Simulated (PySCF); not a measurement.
GaClBr₂, SMILES [Cl][Ga]([Br])[Br].

Coordinates come from a B3LYP-D3(BJ)/def2-SVP optimisation.

Method: PBE/def2-TZVP in PySCF.

Computed frontier levels, gap, dipole moment and polarisability:
- highest occupied level: -7.54 eV
- lowest empty level: -3.22 eV
- orbital gap: 4.32 eV
- dipole moment: 0.34 D
- quadrupole, principal values (traceless, Buckingham form, about the centre of nuclear charge): -3.23, -0.61, 3.84 D·Å
- mean static polarisability: 81.6 bohr³ (12.09 Å³)
- polarisability, principal values: 54.8, 89.6, 100.4 bohr³
